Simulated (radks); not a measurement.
The numbers below are computed, except where a source is named.
Species: As+. Configuration: [Ar] 3d10 4s1 4p3 (not the ground configuration).

Code: a radial shooting solver on a logarithmic mesh with Libxc functionals. Model: Dirac Kohn-Sham, PBE, spin-unpolarised, spherical densities, point nucleus; open shells are shared between the two j in proportion to 2j + 1.

Energy parts (eV):
part                       energy
total                  -61503.730
kinetic                 62891.314
electron-nucleus      -148112.365
Hartree                 25986.095
exchange-correlation    -2268.775

Orbitals (lengths in bohr, moments of r in powers of bohr; <r^-3> diverges for s and p1/2; r(max) is where P^2 peaks):
orbital,occ.,eigenvalue (eV),<r^-3>,r(max),<r>
1s1/2,2,-11727.45,-,0.02973,0.04550
2s1/2,2,-1497.595,-,0.1701,0.2025
2p1/2,2,-1339.190,-,0.1342,0.1747
2p3/2,4,-1302.626,1064,0.1373,0.1783
3s1/2,2,-201.7219,-,0.5218,0.5981
3p1/2,2,-148.5007,-,0.5154,0.6098
3p3/2,4,-143.4764,147.5,0.5239,0.6203
3d3/2,4,-52.4831,17.33,0.4753,0.6730
3d5/2,6,-51.7522,16.81,0.4781,0.6776
4s1/2,1,-24.2558,-,1.586,1.858
4p1/2,1,-14.2973,-,1.863,2.250
4p3/2,2,-13.9479,10.32,1.894,2.287

The highest occupied level is 4p3/2 at -13.948 eV. The density falls to 0.001 e/bohr^3 at r = 4.05 bohr.
